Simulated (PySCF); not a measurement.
Al(Me)2(NCO) (C3H6AlNO), SMILES [CH3][Al]([CH3])[N]=C=O.

Geometry optimised at r2SCAN-D4/def2-SVP. The geometry has at least one imaginary mode, so it is a saddle point at that level. The structure was generated by enumeration; whether it is a known compound was not checked. Other conformers were not sampled.

Two levels are set side by side: PBE/def2-TZVP (PySCF) and ωB97X/def2-TZVP (PySCF). Same geometry, gas phase. Differences are taken from unrounded values.

```tsv
quantity	PBE
orbital gap (eV)	4.91
highest occupied level (eV)	-6.54
lowest empty level (eV)	-1.63
dipole moment (D)	2.92
mean polarisability (bohr³)	72.3
```

Problem. These are the PBE values. What does ωB97X give? (The exact figures need the calculation; the answer reports its results.)

Solution. 
```csv
quantity,ωB97X,PBE minus ωB97X
orbital gap (eV),11.26,-6.35
highest occupied level (eV),-10.19,3.65
lowest empty level (eV),1.07,-2.69
dipole moment (D),3.06,-0.14
mean polarisability (bohr³),68.0,4.3
```

PBE's occupied levels lie high since its potential decays too fast outside the molecule; exact exchange lowers them and widens the gap. PBE's more diffuse valence density responds more strongly to a field. Differences between two approximate levels are no errors against the true value.

Rough cost on one machine, each run with all the roots and properties that it gave: ωB97X against PBE within a factor of 2.
